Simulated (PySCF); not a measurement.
## Identify the compound

The spectra below were simulated for a compound C$_{3}$H$_{13}$OPSi$_{2}$.

1H NMR (400 MHz, computed): δ 4.64 (m, 1H), 4.46 (s, 3H), 1.55 (m, 2H), 0.99 (d, 3H), 0.88 (d, 3H), 0.68 (m, 1H).

13C{1H} NMR (computed): δ 16.2 (CH3), 15.5 (CH3), 11.4 (CH).

How the numbers were obtained: structure optimised with PBE0-D3(BJ)/def2-SVP, HF/pcSseg-1 with gauge-including orbitals, in PySCF (single conformer, gas phase, relativity neglected, equivalent nuclei averaged).

δ = σ(ref) − σ, references computed at the same level: 1H and 13C vs TMS.

Which of these isomers gave the spectra?
A. CC(C)O[Si@@H]([SiH3])P
B. CC(C)[Si@@H](P)O[SiH3]
C. CO[Si@@](C)(P)[SiH2]C

Answers

B. 

1. 3 carbon signals for 3 carbons: no two carbons are equivalent.
2. Carbon types of the structure: 1 × CH, 2 × CH3, leaving 6 H on heteroatoms.
3. δC 16.2, 15.5: methyl carbon; saturated and bonded to C and H only.
4. δC 11.4: sp3 CH bonded to Si; an electropositive neighbour leaves it electron-rich and shielded.
5. δH 4.46: hydrogen on a silicon bonded to O.
6. δH 0.99, 0.88: hydrogen on a methyl carbon.
7. δH 0.68: hydrogen on an sp3 CH bonded to Si; an electropositive neighbour shields it, as in TMS itself.

The others: CO[Si@@](C)(P)[SiH2]C has carbons computed at 48.1, -0.7, -10.0, with a different DEPT pattern; CC(C)O[Si@@H]([SiH3])P has carbons computed at 61.8, 26.0, 24.4.

Splittings by 31P in the carbon and heteronuclear signals aren't shown, as no couplings were computed. Shifts are as computed. Against solution values, carbons near 30 ppm lie about -0 ppm off and those near 130 ppm about +7 ppm. Of 1211 compounds with measured shifts, 218 miss one by over three times the rms of a fit or turn the order of signals round; such compounds aren't used in these exercises. Multiplicities follow the n + 1 count of equivalent neighbours, as no J values were calculated; m marks all less simple cases, F and P coupling included.
